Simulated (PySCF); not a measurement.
Compound: C₄H₆BN.
SMILES: `C1BNC=CC=1`

Level of theory: PBE0-D3(BJ)/def2-TZVP geometry optimisation, gas phase (PySCF 2.14.0).

Take the most abundant isotopes and a rigid rotor. 

Q: Give the principal moments of inertia and the rotational constants in MHz.

A: Ia = 88.30, Ib = 93.34, Ic = 181.65 u·Å²; 505379 MHz·u·Å²/I gives A = 5723, B = 5414, C = 2782 MHz.

Q: What kind of rotor is it?

A: An asymmetric top. Ray's parameter κ = (2B − A − C)/(A − C) = 0.790; −1 is the prolate and +1 the oblate limit.

Q: Is it planar, by Δ = Ic − Ia − Ib?

A: Planar: Δ = Ic − Ia − Ib = 0.00 u·Å². For a rigid frame Δ = −2 Σ m c², so it vanishes when all atoms lie in the ab plane; here none is more than 0.01 Å from it.

Q: Where do the levels up to J = 3 lie, in K?

A: Above 0(0,0), as E/k:
J = 1: 1(0,1) 0.393, 1(1,1) 0.408, 1(1,0) 0.535
J = 2: 2(0,2) 1.067, 2(1,2) 1.069, 2(1,1) 1.448, 2(2,1) 1.492, 2(2,0) 1.605
J = 3: 3(0,3) 2.003, 3(1,3) 2.003, 3(1,2) 2.666, 3(2,2) 2.672, 3(2,1) 3.030, 3(3,1) 3.119, 3(3,0) 3.213
Those of J = 1 are B + C, A + C and A + B.

Q: Which types of transition are allowed, and where do some lines up to J = 3 fall?

A: The dipole components are |μa| = 1.57 D, |μb| = 1.44 D, |μc| = 0.00 D; the mirror of this Cs structure is the ab plane, so μc vanishes by symmetry and there are no c-type lines. The squared components, which scale the intensities, stand as 1.00 : 0.84 (a : b). Some lines, for components of 0.1 D or more:

```csv
type,branch,"J(Ka,Kc)",MHz,lower level (cm⁻¹)
a,Q,"2(2,0) ← 2(2,1)",2348,1.037
b,Q,"1(1,0) ← 1(0,1)",2941,0.273
b,Q,"2(2,0) ← 2(1,1)",3276,1.006
b,Q,"2(1,1) ← 2(0,2)",7921,0.742
b,Q,"2(2,1) ← 2(1,2)",8823,0.743
b,Q,"3(3,1) ← 3(2,2)",9302,1.857
a,R,"2(1,2) ← 1(1,1)",13761,0.284
a,Q,"3(1,2) ← 3(1,3)",13821,1.392
b,R,"2(1,2) ← 1(0,1)",14070,0.273
a,R,"2(1,1) ← 1(1,0)",19024,0.372
b,R,"3(0,3) ← 2(1,2)",19463,0.743
a,R,"3(1,3) ← 2(1,2)",19464,0.743
b,R,"2(2,1) ← 1(1,0)",19952,0.372
b,R,"3(1,2) ← 2(2,1)",24462,1.037
b,R,"2(2,0) ← 1(1,1)",24932,0.284
a,R,"3(1,2) ← 2(1,1)",25389,1.006
b,R,"3(3,1) ← 2(2,0)",31543,1.115
b,R,"3(3,0) ← 2(2,1)",35862,1.037
```

Q: Estimate the classical rotational partition function at 50 K, 100 K and 298.15 K.

A: Point group Cs, symmetry number σ = 1; q = (√π/σ)·√((kT/h)³/(ABC)), k/h = 20836.6 MHz/K: 6420 at 50 K, 18200 at 100 K, 93500 at 298.15 K.

Whether it is a minimum is left open (no frequencies). These are rigid-rotor constants of the computed structure; measured ground-state constants (B0) also hold zero-point vibration. Quadrupole hyperfine structure (11B, 14N) is left out.
